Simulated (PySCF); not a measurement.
**UHF on Ge⁺ (germanium, charge +1)**

Configuration: [Ar] 3d10 4s2 4p1, 2P determinant. Computed with PySCF 2.14 in x2c-SVPall (5s4p3d, 32 functions), with the spin-free X2C one-electron Hamiltonian (Gaussian nucleus).

| Quantity | Value |
| --- | --- |
| Total energy | -2096.413261 hartree |
| One-electron energy | -2911.5502 hartree |
| Hartree (Coulomb) energy | 893.4955 hartree |
| Exchange energy | -78.3586 hartree |
| ⟨S²⟩ | 0.7589 |
| ⟨L²⟩ | 2.027 |
| Sum of ⟨r⟩ | 20.79 bohr |
| Sum of ⟨r²⟩ | 28.86 bohr² |
| Traceless quadrupole moment −½Σ⟨3z² − r²⟩ along its main axis | -3.23 e·bohr² |
| Langevin diamagnetic susceptibility | -22.9 ×10⁻⁶ cm³/mol |
| Time after the integrals | 0.15 s of wall time on 1 thread of Neoverse-N1 (shared host) |

```tsv
shell	electrons	mean orbital energy (hartree)	spread (hartree)	rms radius, mean of both spins (bohr)
1s α	1	-411.10169	0	0.0542
1s β	1	-411.09924	0	0.0542
2s α	1	-53.75359	0	0.227
2s β	1	-53.75318	0	0.227
2p α	3	-46.85666	0.00113	0.203
2p β	3	-46.85473	0.00475	0.203
3s α	1	-7.74414	0	0.668
3s β	1	-7.74019	0	0.668
3p α	3	-5.55036	0.00010	0.701
3p β	3	-5.54474	0.01764	0.701
3d α	5	-1.93849	0.01091	0.815
3d β	5	-1.93577	0.01752	0.815
4s α	1	-0.90332	0	2.24
4s β	1	-0.81936	0	2.24
4p α	1	-0.57088	0	2.82
```

Densities and radii are taken from the X2C orbitals without a picture-change correction, which distorts them close to the nucleus.
